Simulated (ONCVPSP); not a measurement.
# How hard is this hydrogen ONCV potential?

```json
{
  "Element": "hydrogen (H)",
  "Generator": "ONCVPSP 4.0.1",
  "Type": "optimised norm-conserving Vanderbilt (ONCV)",
  "Functional": "LDA (Perdew-Zunger)",
  "Relativity": "scalar-relativistic",
  "Frozen core": "none",
  "Valence charge": "1",
  "Reference configuration": "1s0.5 (charge +0.5)",
  "Partial waves": "1s: rc 0.85 bohr, ncon 5, nbas 8, qcut 6.4 1/bohr, 2 projectors, debl 1.2 Ha; p scattering state at 0.19 Ha: rc 0.80 bohr, ncon 4, nbas 7, qcut 10.6 1/bohr, 3 projectors, debl 2 Ha",
  "Local potential": "polynomial inside 0.70 bohr (lpopt 5, dvloc0 4 Ha)",
  "Core correction": "none"
}
```

**Question.** For each optimised wave give the share of its norm inside rc, the residual kinetic energy above qcut (Ha) and the cutoffs (Ha) for errors of 10, 1, 0.1 and 0.01 mHa per electron.

**Answer.**

| wave | norm inside rc | residual KE | 10 mHa | 1 mHa | 0.1 mHa | 0.01 mHa |
| --- | --- | --- | --- | --- | --- | --- |
| 1s | 0.258 | 1.9e-03 | 10.8 | 24.6 | 159.5 | 212.5 |
| s projector 2 | 0.140 | 1.7e-03 | 10.9 | 23.4 | 55.9 | 246.8 |
| p projector 1 | 0.011 | 1.5e-07 | 2.2 | 5.1 | 12.8 | 26.4 |
| p projector 2 | 0.049 | 1.2e-06 | 6.5 | 11.7 | 25.7 | 41.5 |
| p projector 3 | 0.055 | 2.9e-06 | 9.2 | 15.2 | 30.9 | 47.6 |

The occupied waves need 25 Ha and 160 Ha for 1 and 0.1 mHa.
